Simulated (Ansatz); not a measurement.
The same path of FH4OSSi (8 atoms, charge 1, multiplicity 1) was run twice with different band settings. The coordinate that changes most is the height of S4 over the plane of its neighbours.

Level of theory: RKS LDA/6-31G* in Ansatz 0.2.0.

Relaxed end points:

```xyz
8
Properties=species:S:1:pos:R:3
O 0.149 1.155 -1.039
Si 0.318 0.536 0.435
F -0.903 0.729 1.418
S 0.089 -1.612 -0.290
H 0.372 2.075 -1.297
H 1.620 0.595 1.139
H -0.984 -1.345 -1.098
H -0.661 -2.132 0.731
```

```xyz
8
Properties=species:S:1:pos:R:3
O -0.103 1.324 -0.948
Si 0.177 0.564 0.436
F -0.745 0.913 1.667
S -0.800 -1.373 -0.264
H 0.104 2.258 -1.161
H 1.571 0.277 0.852
H 0.097 -1.711 -1.240
H -0.299 -2.252 0.658
```

Common settings: spring 5.0 eV/Å²; optimiser quadratic models (default); start path IDPP; force threshold 0.03 eV/Å; iteration limit 60; end points relaxed.

| run | movable images | climbing image |
| --- | --- | --- |
| 1 | 5 | yes |
| 2 | 8 | no |

Question: What does each run give, and how far can it be trusted?

Answer: Run 1: converged after 13 iterations, highest image 0.680 eV above the first end. A vibrational analysis at the climbing image gives one clearly imaginary mode, 598i cm⁻¹: a first-order saddle point.
Run 2: converged after 12 iterations, highest image 0.679 eV above the first end. No image climbed, so the highest image needn't sit at the top of the path.
